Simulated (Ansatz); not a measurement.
Program: Ansatz. Geometries: PBE0-D4/def2-TZVP. ΔE: electronic, gas phase. CBS: MP2 limit from def2 TZ/QZ plus the TZ coupled-cluster correction, frozen cores. This one scheme is used for every species. Functionals use def2-TZVPP. One conformer a species, not always the lowest.

Reaction (ligand exchange at the Si–O bond): `CO[SiH](O)Cl` + `C[SiH](O)O` → `C[Si@@H](O)O[Si@H](O)Cl` + CH₃OH

(1) Is it downhill or uphill in electronic energy at CCSD(T)/CBS, and by how much? (An estimate is asked.)

(2) What do these levels give: PBE-D4, r2SCAN-D4, PBE0-D4, PBE, r2SCAN, HF/def2-TZVPP, SCS-MP2/def2-TZVPP, CCSD/def2-TZVPP, HF/def2-QZVPP, MP2/def2-QZVPP, HF/CBS(def2), MP2/CBS(def2)? (Estimate.)

Largest T1 diagnostic among the species: 0.011.

Results:

(1) Computed: Downhill: ΔE = -21.5 kJ/mol.

(2) The calculation gave: PBE-D4 -20.0, r2SCAN-D4 -21.3, PBE0-D4 -22.3, PBE -14.9, r2SCAN -19.6, HF/def2-TZVPP -19.0, SCS-MP2/def2-TZVPP -20.0, CCSD/def2-TZVPP -21.1, HF/def2-QZVPP -19.3, MP2/def2-QZVPP -20.2, HF/CBS(def2) -19.4, MP2/CBS(def2) -20.1 kJ/mol.

The D4 term adds −8.1 kJ/mol with B3LYP and −4.9 kJ/mol with PBE0; it sums over pairs of atoms, weighted by their polarisabilities, and B3LYP, whose exchange is more repulsive, gets the larger term.

B3LYP here is the variant with VWN-RPA as its local correlation; programs differ in this.
